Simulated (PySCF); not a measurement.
C$_{2}$ClO$_{2}$Pt, charge +2, doublet, at a GFN2-xTB geometry of the parent state (such geometries of metal compounds can be far from the true shape) (the multiplicity is a formal guess) (core potentials on Pt); DF-TPSS/def2-SVP in PySCF.

The PySCF input:
```python
from pyscf import gto, scf, dft

mol = gto.Mole()
mol.atom = '''
    Pt   -0.10034915   -0.07823285    0.00708963
    Cl   -1.70230998   -1.32713188    0.12026756
    O     0.41165848    2.55148831   -1.39841969
    C     0.31507625    1.58271118   -0.84308924
    O     2.68810317   -0.13489407    1.17942270
    C     1.67965885   -0.02760278    0.70216196
'''
mol.basis = 'def2-svp'
mol.ecp = {'Pt': 'def2-svp'}
mol.charge = 2
mol.spin = 1
mol.verbose = 4
mol.build()

mf = dft.UKS(mol)
mf.xc = 'tpss'
mf = mf.density_fit(auxbasis='def2-universal-jkfit')
mf.kernel()
mf.analyze()
```

Output, abridged:

```
PySCF version 2.14.0

[INPUT] verbose = 4
[INPUT] num. atoms = 6
[INPUT] num. electrons = 61
[INPUT] charge = 2
[INPUT] spin (= nelec alpha-beta = 2S) = 1
[INPUT] symmetry False subgroup None
[INPUT] Mole.unit = angstrom
[INPUT] Symbol           X                Y                Z      unit          X                Y                Z       unit  Magmom
[...]
nuclear repulsion = 324.635879971528
number of shells = 44
number of NR pGTOs = 189
number of NR cGTOs = 106
basis = def2-svp
ecp = {'Pt': 'def2-svp'}

******** <class 'pyscf.df.df_jk.DFUKS'> ********
method = DFUKS
initial guess = minao
damping factor = 0
level_shift factor = 0
DIIS = <class 'pyscf.scf.diis.CDIIS'>
diis_start_cycle = 1
diis_space = 8
diis_damp = 0
SCF conv_tol = 1e-09
SCF conv_tol_grad = None
SCF max_cycles = 50
direct_scf = False
number electrons alpha = 31  beta = 30
XC library pyscf.dft.libxc version 7.1.2
    S. Lehtola, C. Steigemann, M. J. T. Oliveira, and M. A. L. Marques,  SoftwareX 7, 1–5 (2018)
XC functionals = tpss
    J. Tao, J. P. Perdew, V. N. Staroverov, and G. E. Scuseria,  Phys. Rev. Lett. 91, 146401 (2003)
    J. P. Perdew, J. Tao, V. N. Staroverov, and G. E. Scuseria,  J. Chem. Phys. 120, 6898 (2004)
    J. Tao, J. P. Perdew, V. N. Staroverov, and G. E. Scuseria,  Phys. Rev. Lett. 91, 146401 (2003)
    J. P. Perdew, J. Tao, V. N. Staroverov, and G. E. Scuseria,  J. Chem. Phys. 120, 6898 (2004)
radial grids:
    Treutler-Ahlrichs [JCP 102, 346 (1995); DOI:10.1063/1.469408] (M4) radial grids

becke partition: Becke, JCP 88, 2547 (1988); DOI:10.1063/1.454033
pruning grids: <function nwchem_prune>
grids dens level: 3
symmetrized grids: False
atomic radii adjust function: <function treutler_atomic_radii_adjust>
small_rho_cutoff = 0
Set gradient conv threshold to 3.16228e-05
tot grids = 99592
init E= -795.298975811241

cycle= 1 E= -804.532708633562  delta_E= -9.23  |g|= 1.01  |ddm|= 6.13

cycle= 2 E= -794.04928887779  delta_E= 10.5  |g|= 4.06  |ddm|= 4.13
cycle= 3 E= -804.226652057828  delta_E= -10.2  |g|= 1.14  |ddm|= 3.51
cycle= 4 E= -805.009994187986  delta_E= -0.783  |g|= 0.402  |ddm|= 1.69
cycle= 5 E= -805.009510999793  delta_E= 0.000483  |g|= 0.401  |ddm|= 0.409
cycle= 6 E= -805.072319163444  delta_E= -0.0628  |g|= 0.134  |ddm|= 0.426
cycle= 7 E= -805.08129164106  delta_E= -0.00897  |g|= 0.0256  |ddm|= 0.137
cycle= 8 E= -805.081605750961  delta_E= -0.000314  |g|= 0.00368  |ddm|= 0.0256
cycle= 9 E= -805.081611809323  delta_E= -6.06e-06  |g|= 0.00148  |ddm|= 0.00458
cycle= 10 E= -805.081612805693  delta_E= -9.96e-07  |g|= 0.000381  |ddm|= 0.00135
cycle= 11 E= -805.081612910904  delta_E= -1.05e-07  |g|= 9.52e-05  |ddm|= 0.000719
cycle= 12 E= -805.081612919048  delta_E= -8.14e-09  |g|= 3.3e-05  |ddm|= 0.000189
cycle= 13 E= -805.081612919798  delta_E= -7.49e-10  |g|= 1.93e-05  |ddm|= 5.22e-05
Extra cycle  E= -805.081612919053  delta_E= 7.44e-10  |g|= 4.55e-05  |ddm|= 6.29e-05
converged SCF energy = -805.081612919053  <S^2> = 0.7527847  2S+1 = 2.0027828
**** SCF Summaries ****
Total Energy =                        -805.081612919053441
Nuclear Repulsion Energy =             324.635879971527800
One-electron Energy =                -1767.322315873544312
Two-electron Energy =                  637.604822982963015
Two-electron Coulomb Energy =          704.740748118464921
DFT Exchange-Correlation Energy =      -67.135925135501950
**** MO energy ****
                             alpha | beta                alpha | beta
[...]
spin_pop of  0 Pt 5s        0.00008
spin_pop of  0 Pt 6s       -0.00160
spin_pop of  0 Pt 7s        0.00001
spin_pop of  0 Pt 8s        0.00001
spin_pop of  0 Pt 9s       -0.00002
spin_pop of  0 Pt 10s        0.00001
spin_pop of  0 Pt 5px       0.00003
spin_pop of  0 Pt 5py      -0.00003
spin_pop of  0 Pt 5pz       0.00030
spin_pop of  0 Pt 6px      -0.00061
spin_pop of  0 Pt 6py      -0.00130
spin_pop of  0 Pt 6pz      -0.00092
spin_pop of  0 Pt 7px      -0.00013
spin_pop of  0 Pt 7py       0.00072
spin_pop of  0 Pt 7pz       0.00052
spin_pop of  0 Pt 5dxy      0.00404
spin_pop of  0 Pt 5dyz      0.14368
spin_pop of  0 Pt 5dz^2     0.10774
spin_pop of  0 Pt 5dxz      0.01649
spin_pop of  0 Pt 5dx2-y2    0.07459
spin_pop of  0 Pt 6dxy      0.00036
spin_pop of  0 Pt 6dyz      0.00999
spin_pop of  0 Pt 6dz^2     0.00510
spin_pop of  0 Pt 6dxz      0.00086
spin_pop of  0 Pt 6dx2-y2    0.00458
spin_pop of  0 Pt 5f-3      0.00011
spin_pop of  0 Pt 5f-2     -0.00002
spin_pop of  0 Pt 5f-1      0.00010
spin_pop of  0 Pt 5f+0     -0.00002
spin_pop of  0 Pt 5f+1     -0.00013
spin_pop of  0 Pt 5f+2      0.00012
spin_pop of  0 Pt 5f+3     -0.00002
spin_pop of  1 Cl 1s       -0.00000
spin_pop of  1 Cl 2s       -0.00000
spin_pop of  1 Cl 3s        0.00257
spin_pop of  1 Cl 4s        0.00011
spin_pop of  1 Cl 2px       0.00000
spin_pop of  1 Cl 2py       0.00001
spin_pop of  1 Cl 2pz       0.00002
spin_pop of  1 Cl 3px       0.06460
spin_pop of  1 Cl 3py       0.13808
spin_pop of  1 Cl 3pz       0.35124
spin_pop of  1 Cl 4px       0.00130
spin_pop of  1 Cl 4py       0.00259
spin_pop of  1 Cl 4pz       0.00620
spin_pop of  1 Cl 3dxy     -0.00002
spin_pop of  1 Cl 3dyz      0.00008
spin_pop of  1 Cl 3dz^2     0.00008
spin_pop of  1 Cl 3dxz      0.00001
spin_pop of  1 Cl 3dx2-y2   -0.00030
spin_pop of  2 O 1s       -0.00000
spin_pop of  2 O 2s        0.00060
spin_pop of  2 O 3s       -0.00001
spin_pop of  2 O 2px       0.00506
spin_pop of  2 O 2py       0.00882
spin_pop of  2 O 2pz       0.02453
spin_pop of  2 O 3px       0.00010
spin_pop of  2 O 3py       0.00012
spin_pop of  2 O 3pz       0.00035
spin_pop of  2 O 3dxy      0.00001
spin_pop of  2 O 3dyz      0.00004
spin_pop of  2 O 3dz^2     0.00009
spin_pop of  2 O 3dxz      0.00001
spin_pop of  2 O 3dx2-y2    0.00003
spin_pop of  3 C 1s        0.00000
spin_pop of  3 C 2s       -0.00669
spin_pop of  3 C 3s       -0.00018
spin_pop of  3 C 2px      -0.00389
spin_pop of  3 C 2py      -0.00283
spin_pop of  3 C 2pz      -0.00171
spin_pop of  3 C 3px       0.00137
spin_pop of  3 C 3py       0.00210
spin_pop of  3 C 3pz       0.00528
spin_pop of  3 C 3dxy      0.00015
spin_pop of  3 C 3dyz      0.00026
spin_pop of  3 C 3dz^2     0.00075
spin_pop of  3 C 3dxz      0.00001
spin_pop of  3 C 3dx2-y2    0.00020
spin_pop of  4 O 1s       -0.00000
spin_pop of  4 O 2s        0.00060
spin_pop of  4 O 3s       -0.00002
spin_pop of  4 O 2px       0.00368
spin_pop of  4 O 2py       0.01008
spin_pop of  4 O 2pz       0.02464
spin_pop of  4 O 3px       0.00010
spin_pop of  4 O 3py       0.00007
spin_pop of  4 O 3pz       0.00038
spin_pop of  4 O 3dxy      0.00004
spin_pop of  4 O 3dyz      0.00000
spin_pop of  4 O 3dz^2     0.00007
spin_pop of  4 O 3dxz      0.00006
spin_pop of  4 O 3dx2-y2    0.00001
spin_pop of  5 C 1s        0.00000
spin_pop of  5 C 2s       -0.00667
spin_pop of  5 C 3s       -0.00012
spin_pop of  5 C 2px      -0.00324
spin_pop of  5 C 2py      -0.00345
spin_pop of  5 C 2pz      -0.00174
spin_pop of  5 C 3px       0.00091
spin_pop of  5 C 3py       0.00126
spin_pop of  5 C 3pz       0.00627
spin_pop of  5 C 3dxy      0.00027
spin_pop of  5 C 3dyz      0.00000
spin_pop of  5 C 3dz^2     0.00072
spin_pop of  5 C 3dxz      0.00033
spin_pop of  5 C 3dx2-y2    0.00002
In total            31.00000 | 30.00000

WARN: System has nonzero charge 2; the dipole moment is origin-dependent.
Location of origin: [0. 0. 0.]

Dipole moment(X, Y, Z, Debye):  0.64888,  0.50624, -0.04604
```
